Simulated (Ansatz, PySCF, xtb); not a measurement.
Pair of molecules: CH3F (SMILES CF) (first 5 atoms) with H2 (SMILES [H][H]); geometry from B3LYP-D3(BJ)/def2-TZVP, rigid monomers moved along the line of their centres of mass till F2···H6 is 2.29 Å.
(charge 0, multiplicity 1):
```tsv
atom	x (Å)	y (Å)	z (Å)
C	-0.4448	-0.6709	-0.3515
F	-0.2025	0.6227	0.0983
H	0.1037	-0.8265	-1.2811
H	-0.1054	-1.3753	0.4088
H	-1.5157	-0.7880	-0.5214
H	0.1709	0.2706	2.3345
H	0.2612	-0.0556	2.9980
```

Interaction energies are E(AB) − E(A) − E(B) at the monomers' geometry in the complex; basis-set methods are counterpoise corrected. Rows marked so take none.

Rows in 3-21G, 6-31G* carry no dispersion term and start afresh at each structure (6-31G* with six Cartesian d functions).

Programs: Ansatz (Gaussian orbitals); PySCF for 3-21G rows, 6-31G* rows, the dispersion terms; xtb for the GFN methods. Each number belongs to the level named beside it.

Problem. One of these levels gives 1.3 kJ/mol for the interaction energy. Name it.
(A) HF/6-31G*
(B) GFN1-xTB
(C) r2SCAN-D4/def2-TZVPPD
(D) B3LYP/3-21G (no counterpoise)

Solution. B, GFN1-xTB. The others give 3.7 (HF/6-31G*), -1.0 (r2SCAN-D4/def2-TZVPPD), -15.8 (B3LYP/3-21G (no counterpoise))

Ansatz is an electronic-structure program.
